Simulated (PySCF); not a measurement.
A structure optimised at ωB97X-D3(BJ)/def2-SVP, used in a PySCF frequency run:

```xyz
8

C      0.0000     0.0000     1.8048
Si     0.0000     0.0000    -0.0300
F     -1.2924    -0.7462    -0.6288
F      1.2924    -0.7462    -0.6288
F      0.0000     1.4924    -0.6288
H     -0.8929     0.5155     2.1900
H      0.8929     0.5155     2.1900
H      0.0000    -1.0310     2.1900
```

Q: Write its SMILES, formula and point group.

A: C[Si](F)(F)F, CH3F3Si, C3v

Q: What are its rotational constants (standard atomic weights)?

A: 3.8830, 3.5954, 3.5954 GHz
